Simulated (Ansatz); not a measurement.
Clusters of 6 atoms, III-V: PBE-D4/def2-SVP single points in Ansatz on relaxed structures, gas phase. Each cluster is the lowest isomer that a short search found in that spin, judged at the geometry's level, and lower ones may exist. Core potentials for In, Sb, no spin–orbit coupling. HOMO and LUMO are taken over both spins. Singlets are spin-restricted. The structures are stationary points that may keep the symmetry of their start. Remarks come from the PBE and PBE0 runs and from stability tests at other levels; not every state was tested. HOMO above LUMO (over both spins in singlets and doublets, within one spin in higher multiplets; at PBE or PBE0), or a gap under 0.15 eV within one spin, warns that the state may not be the lowest or that an electron is smeared out.

**Question.** Estimate the order by HOMO (eV), lowest first.
A. Ga3N3⁺ (doublet)
B. Ga3N3 (singlet)
C. In3As3⁺ (doublet)
D. Al3Sb3⁺ (doublet)
E. In3P3⁺ (doublet)
F. B3As3 (singlet)
G. B3N3 (singlet)

**Answer.** A (-10.95), D (-9.11), C (-8.55), E (-8.47), G (-7.58), B (-5.67), F (-5.41).

In full:

```tsv
species	atoms	state	geometry	HOMO (eV)	LUMO (eV)	gap (eV)	point group (within 0.1 Å)	remarks
In3As3⁺	6	doublet	PBE-D4/def2-SVP	-8.55	-8.09	0.46	Cs	–
Al3Sb3⁺	6	doublet	PBE0-D4/def2-SVP	-9.11	-8.69	0.42	–	spin-contaminated (⟨S²⟩ up to 0.87)
In3P3⁺	6	doublet	PBE-D4/def2-SVP	-8.47	-8.03	0.44	–	–
B3As3	6	singlet	r2SCAN-D4/def2-SVP	-5.41	-3.16	2.25	Cs	–
Ga3N3	6	singlet	B3LYP-D4/def2-SVP	-5.67	-4.84	0.83	D3h	–
B3N3	6	singlet	PBE0-D4/def2-SVP	-7.58	-3.78	3.80	D3h	–
Ga3N3⁺	6	doublet	PBE-D4/def2-SVP	-10.95	-10.88	0.07	C2v	near-degenerate levels, gap within one spin near zero
```

The gap (eV) runs from 0.07 (Ga3N3⁺) to 3.80 (B3N3).
